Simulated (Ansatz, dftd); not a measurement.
Species: CH₅OSi, charge 0, doublet. CH5OSi (SMILES C[SiH2][O], doublet).
B3LYP-D3(BJ)/def2-TZVP minimum from Ansatz (a first-principles code):
```xyz
8

O      1.4713    -0.2000     0.1724
Si    -0.1021    -0.4663    -0.2776
C     -0.9881     1.0560     0.3940
H     -0.2430    -0.5480    -1.7520
H     -0.6446    -1.7030     0.3362
H     -0.8869     1.1163     1.4768
H     -2.0466     0.9624     0.1386
H     -0.5919     1.9647    -0.0571
```
Charge 0, spin multiplicity 2.

Property: atomisation energy (electronic, to ground-state atoms), in kcal/mol. Open shells are spin-unrestricted; no spin-orbit coupling. Cores are frozen in correlated methods. No relativity. Double hybrids freeze cores in their MP2 part. Where a partner has so few electrons that a lower coupled-cluster level is exact, that level stands in.

```tsv
level	program	atomisation energy (kcal/mol)
PBE-D4/def2-TZVPD	Ansatz + dftd4	648.8
r2SCANh/def2-TZVPD	Ansatz	642.5
CAM-B3LYP/def2-TZVPD	Ansatz	644.8
B2PLYP/def2-TZVPD	Ansatz	633.7
B2GP-PLYP-D4/def2-TZVPD	Ansatz + dftd4	632.9
B2GP-PLYP/def2-TZVPD	Ansatz	631.8
CCSD/cc-pV(T+d)Z	Ansatz	619.6
CCSDT(Q)/cc-pV(D+d)Z	Ansatz	588.9
```
